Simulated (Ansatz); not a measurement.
`CO[SiH2]O[SiH](O)F` + PH₃ → `CO[SiH2]P` + `O[SiH](O)F`  (ligand exchange at the Si–O bond)

Gas-phase electronic energies from Ansatz, PBE0-D4/def2-TZVP geometries. CCSD(T)/CBS is the MP2 limit (def2-TZVPP, def2-QZVPP) plus CCSD(T) − MP2 in def2-TZVPP, frozen cores. This one scheme is used for every species. DFT in def2-TZVPP. B3LYP here is the variant with VWN-RPA as its local correlation; programs differ in this. One conformer a species, not always the lowest.

`CO[SiH2]O[SiH](O)F`:

Z-matrix (Å, degrees):
```
C
O 1 1.414
H 1 1.090 2 108.3
H 1 1.095 2 111.2 3 119.2
H 1 1.095 2 111.3 3 -119.2
Si 2 1.650 1 122.9 3 174.0
O 6 1.625 2 105.6 1 -175.2
H 6 1.483 2 109.6 1 -55.8
H 6 1.483 2 110.4 1 66.2
Si 7 1.631 6 138.2 2 5.9
O 10 1.620 7 110.5 6 -19.2
F 10 1.589 7 107.3 6 101.4
H 10 1.467 7 110.7 6 -142.0
H 11 0.965 10 114.8 7 19.5
```

PH₃:

```xyz
4

P     0.503   -0.059   -0.283
H    -0.456   -1.101   -0.182
H    -0.473    0.910   -0.634
H     0.426    0.251    1.100
```

`CO[SiH2]P`:

Cartesian coordinates in Å:
```
C -1.454 1.184 0.199
O -0.895 0.057 0.834
Si 0.664 -0.411 0.616
P 1.043 -0.931 -1.547
H -1.418 1.091 -0.892
H -2.497 1.265 0.507
H -0.932 2.104 0.487
H 0.870 -1.543 1.550
H 1.604 0.702 0.940
H 0.610 -2.277 -1.413
H 2.405 -1.242 -1.282
```

`O[SiH](O)F`:

```xyz
7

O     1.163    0.049    0.703
Si   -0.082    0.161   -0.343
O    -0.927   -1.219   -0.295
F    -0.970    1.413    0.090
H     1.559    0.857    1.031
H     0.320    0.383   -1.739
H    -1.063   -1.645    0.553
```

(1) Is it downhill or uphill in electronic energy at CCSD(T)/CBS, and by how much? (Best estimate.)

(2) What do these levels give: B3LYP-D4, B2PLYP, PBE, r2SCAN, MP2/def2-TZVPP, HF/def2-QZVPP? (Best estimate.)

Largest T1 diagnostic among the species: 0.013.

Answers

(1) Computed: Uphill: ΔE = +112.7 kJ/mol.

(2) The calculation gave: B3LYP-D4 114.4, B2PLYP 114.6, PBE 88.4, r2SCAN 106.3, MP2/def2-TZVPP 114.8, HF/def2-QZVPP 134.3 kJ/mol.

In def2-TZVPP, CCSD(T) changes the Hartree–Fock value by −16.7 kJ/mol (the triples alone add −2.9 kJ/mol) and MP2 by −17.3 kJ/mol. The D4 term adds +3.4 kJ/mol with B3LYP and +2.2 kJ/mol with PBE0; it sums over pairs of atoms, weighted by their polarisabilities, and B3LYP, whose exchange is more repulsive, gets the larger term. From PBE to PBE0 (25 % exact exchange), in def2-TZVPP and without D4, ΔE moves by +7.6 kJ/mol.
